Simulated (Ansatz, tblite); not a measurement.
Forces on `O[Si](O)(O)CCC(F)(F)C(F)(F)C(F)(F)C(F)(F)C(F)(F)C(F)(F)F` at its PBE-D4/def2-SVP geometry. Charge 0, multiplicity 1.

The xTB rows come from tblite. Single mean-field runs in def2-TZVP are fitted with def2-universal-jkfit.

GFN2-xTB (tblite), largest force 1.57 eV/Å:

```xyz
32
positions Å, forces eV/Å
O     0.968    2.944   -0.956   -1.292   -0.250    0.181
Si   -0.451    3.153   -1.821    1.037    0.706   -0.940
O    -0.850    4.761   -2.012    0.970   -0.982   -0.218
O    -0.212    2.510   -3.350    0.414   -0.204    1.393
C    -1.968    2.426   -0.963   -0.639    0.253    0.326
C    -2.221    0.920   -1.120   -0.526   -0.096   -0.247
C    -1.125   -0.049   -0.699    0.389    0.095   -0.156
F    -1.539   -1.320   -0.989    0.367    0.391    0.023
F     0.033    0.174   -1.409   -0.538   -0.418    0.283
C    -0.750   -0.033    0.813    0.001    0.342    0.135
F    -1.843   -0.375    1.530    0.396    0.240   -0.134
F    -0.400    1.250    1.166   -0.323   -0.768   -0.018
C     0.469   -0.904    1.292   -0.012    0.119    0.069
F     1.598   -0.372    0.763   -0.340   -0.200    0.394
F     0.509   -0.763    2.642    0.259    0.005   -0.471
C     0.437   -2.427    0.954   -0.126   -0.046   -0.064
F     0.744   -2.589   -0.352   -0.292    0.001    0.445
F    -0.813   -2.898    1.187    0.429    0.139   -0.336
C     1.402   -3.343    1.793   -0.197   -0.056   -0.017
F     0.977   -3.375    3.075    0.113   -0.157   -0.452
F     1.284   -4.585    1.260    0.001    0.359    0.392
C     2.919   -2.981    1.790    0.166    0.047   -0.010
F     3.603   -3.988    2.352   -0.229    0.635   -0.336
F     3.140   -1.863    2.499    0.015   -0.578   -0.427
F     3.360   -2.802    0.535   -0.081   -0.038    0.707
H     0.853    2.543   -0.077    0.359    0.495   -0.736
H    -0.182    5.289   -2.481   -0.598   -0.338    0.382
H     0.376    1.734   -3.338   -0.490    0.628   -0.212
H    -2.827    2.960   -1.423    0.354   -0.492    0.352
H    -1.972    2.728    0.103   -0.057   -0.298   -0.578
H    -3.134    0.603   -0.576    0.384    0.212   -0.162
H    -2.386    0.673   -2.190    0.088    0.253    0.429
```

PBE-D4/def2-TZVP (Ansatz), largest force 0.51 eV/Å:

```
O -0.437 0.044 -0.153
Si 0.209 0.176 -0.187
O 0.236 -0.451 -0.014
O 0.040 0.104 0.484
C -0.088 0.218 0.083
C -0.243 -0.170 -0.106
C -0.103 0.217 0.014
F -0.081 -0.119 -0.076
F 0.046 -0.045 -0.065
C 0.085 0.014 -0.102
F -0.143 0.005 0.097
F -0.017 0.030 0.059
C -0.066 -0.017 -0.045
F 0.108 0.056 -0.002
F 0.012 0.052 0.156
C 0.055 0.054 0.028
F -0.003 -0.059 -0.123
F -0.113 -0.098 0.019
C -0.011 0.042 -0.045
F -0.019 -0.081 0.148
F -0.019 -0.148 -0.033
C -0.057 0.022 0.009
F 0.107 -0.104 0.073
F 0.084 0.074 0.071
F 0.103 0.008 -0.109
H 0.067 0.101 -0.133
H -0.081 -0.016 0.050
H -0.077 0.130 -0.039
H 0.185 -0.157 0.105
H -0.009 -0.065 -0.286
H 0.206 0.110 -0.137
H 0.024 0.070 0.260
```

r2SCAN-D4/def2-TZVP (Ansatz), largest force 0.99 eV/Å:

```
O -0.923 -0.077 -0.051
Si 0.381 0.312 -0.352
O 0.639 -0.724 -0.140
O 0.206 -0.030 0.968
C -0.018 0.341 0.101
C -0.330 -0.308 -0.142
C -0.035 0.112 -0.027
F 0.128 0.279 0.072
F -0.300 -0.110 0.190
C 0.028 0.065 0.004
F 0.276 0.127 -0.165
F -0.122 -0.417 -0.081
C 0.024 0.062 0.036
F -0.289 -0.153 0.198
F 0.016 -0.015 -0.335
C -0.031 -0.019 -0.071
F -0.131 0.019 0.355
F 0.345 0.090 -0.077
C -0.054 -0.088 0.029
F 0.145 -0.060 -0.348
F 0.026 0.332 0.167
C 0.112 0.039 0.016
F -0.206 0.349 -0.181
F -0.044 -0.396 -0.250
F -0.107 -0.062 0.443
H 0.120 0.264 -0.491
H -0.350 -0.235 0.241
H -0.311 0.444 -0.043
H 0.347 -0.272 0.187
H -0.015 -0.129 -0.483
H 0.397 0.152 -0.235
H 0.075 0.109 0.466
```
